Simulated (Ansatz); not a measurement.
Si₂S₂ (the lowest singlet isomer of a short search). The state is a singlet with charge 0. Geometry PBE0-D4/def2-TZVP, basis def2-TZVP, Ansatz.

```xyz
4

Si   -1.2947    0.4412    0.3732
Si    1.2551   -0.1037   -0.6513
S    -0.6262   -1.1427   -0.9509
S     0.6658    0.8052    1.2290
```

```csv
run,HOMO (eV),LUMO (eV)
A,-5.68,-3.54
B,-8.50,-0.80
C,-5.61,-3.74
D,-6.06,-3.19
E,-6.44,-2.82
```

HSE06 is defined as in plane-wave codes, on full-range PBE exchange. The structure comes from a short search, and lower isomers may exist.

Problem. The runs used HSE06, LDA (SPW92), PBE0, r2SCAN, ωB97X-V. Estimate which is which.

Solution. A r2SCAN (0 % exact exchange); B ωB97X-V (range-separated); C LDA (SPW92) (0 % exact exchange); D HSE06 (range-separated); E PBE0 (25 % exact exchange). Exact exchange lowers occupied and raises empty levels; among semilocal functionals meta-GGAs tend to open the gap a little, and such runs are hard to tell apart. The gap grows from 1.87 eV (LDA (SPW92)) to 7.70 eV (ωB97X-V).
